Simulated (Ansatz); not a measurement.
Reaction (atomization): `C=[C]1[AlH][CH]1F` → Al• + 3 C• + F• + 4 H•

Program: Ansatz. Geometries: PBE0-D4/def2-TZVP. ΔE: electronic, gas phase. CCSD(T)/CBS adds triple-zeta CCSD(T) − MP2 to the extrapolated MP2 energy (def2 sets, frozen cores). This one scheme is used for every species, atoms too. DFT in def2-TZVPP. No spin–orbit coupling; open shells (•) take unrestricted orbitals. Spin–orbit coupling would lower the free atoms: a little for Al, C, F.

CCSD(T)/CBS gives +34.63 eV.

Task: Another level gave +34.59 eV. Which?
A. r2SCAN0/def2-TZVPP
B. CCSD(T)/def2-TZVPP
C. BLYP/def2-TZVPP
D. PBE-QIDH/def2-TZVPP

Result: D. PBE-QIDH 34.59, BLYP 34.46, CCSD(T)/def2-TZVPP 33.67, r2SCAN0 34.20 eV.

Task: What do rigid-rotor, harmonic-oscillator terms from PBE0-D4/def2-TZVP frequencies (298.15 K, 1 bar) make of the CCSD(T)/CBS value? (Estimate.)

Result: The calculation gave: ΔZPE = -1.53 eV, ΔH = +33.49 eV, ΔS = 939 J/(mol·K), ΔG = +30.58 eV. Open shells count their whole term as degenerate.

Largest T1 diagnostic among the species: 0.018.

From BLYP to BHLYP (50 % exact exchange), in def2-TZVPP and without D4, ΔE moves by −1.37 eV: exact exchange takes away binding that semilocal exchange gives to molecules. The D4 term adds +0.29 eV with B3LYP and +0.15 eV with PBE0; it sums over pairs of atoms, weighted by their polarisabilities, and B3LYP, whose exchange is more repulsive, gets the larger term.

B3LYP here is the variant with VWN-RPA as its local correlation; programs differ in this.

For atomizations the MP2-based limit and the directly extrapolated one differ by several kJ/mol either way, and by 10 to 25 for some Ge, Se and Sn compounds, so smaller differences from it don't rank the levels.
